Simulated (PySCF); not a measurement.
Molecule: C₄H₁₄Si₂, SMILES C[SiH2]CC[SiH2]C. Atoms near the plane z = 0.8 Å, at the GFN2-xTB optimised geometry (x, y, z in Å): Si5 (-0.3, 0.3, 0.0), C6 (-0.9, 2.1, 0.0), H16 (1.2, 0.3, 0.0), H17 (-0.8, -0.4, 1.2), H18 (-2.0, 2.1, 0.0), H20 (-0.6, 2.6, 0.9).

Computed with B3LYP/def2-SVP (PySCF 2.14.0). The values are rescaled to run from 0 to 1.

```
|...                            |
|....                           |
|.....           .              |
|......       .....             |
|.......     ..:....            |
|........   .-*+-...            |
|...........-@@@%-..            |
|.......:::-%@@@@-..            |
|.......:==*@@@@@-..            |
|......:-=+#@@@@*-..            |
|.......:-=+@@@@+=:.            |
|........::-*@@@@#=:.           |
|.........:-*@@@@@#-.           |
|.........:=@@@@@@@+:.          |
|.........:+@@@@@@@*-.          |
|.........:=@@@@@@@+-.          |
|..........-@@@@@@%-.           |
|..........:#@@@@@+:            |
|.......   .-*%#+=:.            |
|......     .:::::..            |
|......      ......             |
|.......   ........             |
|..................             |
|..................             |
|..................             |
|...................            |
|...................            |
|....................           |
|.....................          |
|.....................          |
|......................         |
```
Scale: ten equal steps from 0.000 (start of ' ') to 1.00 (end of '@'), in the order ' .:-=+*#%@'; x runs from -5.00 to 5.00, y from -5.00 (bottom) to 5.00 (top).

Which quantity is mapped?
A. electrostatic potential
B. an orbital amplitude
C. electron localisation function
D. deformation density (molecule minus spherical neutral atoms)

A, electrostatic potential. In full: electrostatic potential (hartree/e), clipped to [-0.08, 0.12].
